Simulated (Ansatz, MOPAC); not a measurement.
Pair of molecules: H4SeSi (SMILES [SiH3][SeH]) (first 6 atoms) with HF (SMILES F); geometry from B3LYP-D3(BJ)/def2-TZVP, rigid monomers moved along the line of their centres of mass till Se2···H8 is 2.12 Å.
(charge 0, multiplicity 1):
```xyz
8

Si     0.614    -1.355     0.860
Se    -0.473     0.684     0.987
H      0.050    -2.160    -0.243
H      2.017    -0.996     0.580
H      0.489    -2.078     2.140
H     -1.752     0.080     1.397
F      0.780     0.674     3.769
H      0.329     0.784     2.952
```

Monomers are frozen at their geometry in the pair; levels with a basis set take the counterpoise correction.

Frozen-core correlation. Filled d and f shells under p-block atoms count as core. CBS: X⁻³ extrapolation of the correlation energy, Hartree–Fock from the larger set. The state reached by PM3 isn't checked.

The values were computed with Ansatz (Gaussian orbitals); MOPAC for PM3 (differences of heats of formation). Each number belongs to the level named beside it.

Estimate the interaction energy that PM3 returns for this input.

-16 kJ/mol

Ansatz is a program for electronic structure.
